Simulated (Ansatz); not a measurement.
Bond stretch in SMILES [AlH3] (H3Al), singlet. The Al1–H4 bond (Al1 also carries H, H; H4 carries nothing else) is pulled apart rigidly from the PBE0/def2-TZVP optimised geometry.

- RKS-PBE = restricted PBE/cc-pVDZ run with Ansatz (a quantum-chemistry and plane-wave program)
- UKS-PBE = unrestricted PBE/cc-pVDZ (Ansatz)
- RKS-B3LYP = Ansatz with restricted B3LYP/cc-pVDZ
- FCI = full CI/cc-pVDZ, frozen core (Ansatz)

Energies relative to the lowest point of each curve near equilibrium, in kJ/mol; the last columns give the error against full CI:

```tsv
R / Å	RKS-PBE	UKS-PBE	RKS-B3LYP	FCI	RKS-PBE − FCI	UKS-PBE − FCI	RKS-B3LYP − FCI
1.27	106.1	106.1	99.7	101.8	4.3	4.3	-2.1
1.34	59.8	59.8	54.8	55.8	4.1	4.1	-0.9
1.43	23.0	23.0	19.8	20.0	3.0	3.0	-0.2
1.49	9.1	9.1	7.2	7.1	2.0	2.0	0.0
1.52	4.8	4.8	3.4	3.3	1.5	1.5	0.1
1.59	0.0	0.0	0.0	0.0	0.0	0.0	0.0
1.63	0.1	0.1	0.9	1.0	-0.9	-0.9	-0.1
1.68	2.7	2.7	4.4	4.7	-2.0	-2.0	-0.3
1.75	9.9	9.9	13.0	13.5	-3.6	-3.6	-0.6
1.82	20.4	20.4	24.7	25.6	-5.2	-5.2	-0.9
1.97	50.2	50.2	57.1	58.6	-8.3	-8.3	-1.4
2.14	90.2	90.2	99.9	101.3	-11.1	-11.1	-1.4
2.40	153.7	153.7	167.4	166.5	-12.8	-12.8	0.9
2.58	195.5	195.5	211.8	207.0	-11.5	-11.5	4.8
2.91	262.9	262.9	283.8	266.2	-3.3	-3.3	17.6
3.19	309.7	300.2	334.3	300.4	9.2	-0.3	33.8
3.52	353.2	322.8	382.1	324.9	28.3	-2.2	57.1
3.90	390.3	334.0	423.8	338.9	51.4	-4.9	84.9
4.24	414.1	337.5	451.6	344.4	69.7	-6.9	107.2
4.83	440.7	339.5	484.3	347.7	93.0	-8.2	136.6
5.51	456.8	340.0	506.0	348.5	108.3	-8.5	157.5
```

RKS-PBE is furthest from FCI at 5.51 (108.3 kJ/mol, above); its mean absolute error over the points is 20.6 kJ/mol.

UKS-PBE is furthest from FCI at 2.40 (-12.8 kJ/mol, below); its mean absolute error over the points is 5.0 kJ/mol.

RKS-B3LYP is furthest from FCI at 5.51 (157.5 kJ/mol, above); its mean absolute error over the points is 29.0 kJ/mol.

The restricted form behind RKS-PBE, RKS-B3LYP keeps the bonding electrons paired and can't separate into open-shell fragments. The unrestricted determinant behind UKS-PBE is spin-contaminated at 2.91 to 5.51 Å (<S²> up to 1.0, against 0.00 for a pure singlet).
